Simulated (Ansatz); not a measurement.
Input file for Ansatz (a first-principles code): R-revPBE/def2-TZVPPD on AlH7O2Sn. Elements past Kr take the def2 small-core potentials; no spin–orbit coupling. The basis file is the Basis Set Exchange's JSON of that set.

Ansatz 0.2 input:
```yaml
crystal:
  periodic: [false, false, false]
  atoms:
    - {symbol: Al, position_ang: [1.20951754, -0.44308507, 0.56668021]}
    - {symbol: O, position_ang: [-0.23038475, 0.33508959, -0.00083932]}
    - {symbol: Sn, position_ang: [-2.15639583, 0.38498322, 0.35613847]}
    - {symbol: H, position_ang: [1.10252679, -1.98213857, 0.93011354]}
    - {symbol: H, position_ang: [2.30060695, 0.46922426, 1.28215607]}
    - {symbol: H, position_ang: [-2.64409278, 1.99849073, 0.05975093]}
    - {symbol: H, position_ang: [-2.90115102, -0.70341907, -0.73780322]}
    - {symbol: H, position_ang: [-2.41756138, -0.07291587, 1.98569087]}
    - {symbol: O, position_ang: [1.90451714, -0.34300443, -1.32704970]}
    - {symbol: H, position_ang: [2.69231926, 0.20516849, -1.43834361]}
    - {symbol: H, position_ang: [1.13999808, 0.15150674, -1.67659424]}
basis:
  gaussian:
    orbitals: def2-TZVPPD.json
hamiltonian:
  xc: {name: revPBE}
scf: {lower_state_search: off}
```

Program output:

```
WARN ansatz: RAYON_NUM_THREADS=4 ignored (pool sized by the plan → 4); use --threads N
Functional definition: revPBE
these checks for a lower state are left out or cut short: stability, starts, cluster_reference, orbital_swaps, neighbouring_geometries, increment
integrals: 0.30 GiB planned
1486 factors; their error is unknown
mean field: 1.91 GiB planned
mean field evaluation 1: about -16625.0694 eV, gradient 9.0e1 eV
mean field evaluation 2: about -16456.2585 eV, gradient 2.2e2 eV
mean field evaluation 4: about -16637.8774 eV, gradient 2.1e1 eV
mean field evaluation 8: about -16638.6304 eV, gradient 2.0e-1 eV
mean field evaluation 16: about -16638.6122 eV, gradient 2.1e-4 eV
mean field -16638.61220796 eV, -611.4577205863 hartree, gradient 3.6e-6 eV, S^2 0.000000; 0 other end points of the search recorded, 0 dependent functions left out
reference -16638.61230092 eV, -611.4577240023 hartree; 29, 29 occupied and 274, 274 virtual orbitals, 1486 factors
Total energy: -16638.61230092 eV, -611.4577240023 hartree
Checks for a lower state left out: stability, starts, cluster_reference, orbital_swaps, neighbouring_geometries, increment
```

The run converged.

Cost: very roughly 7 core-seconds.
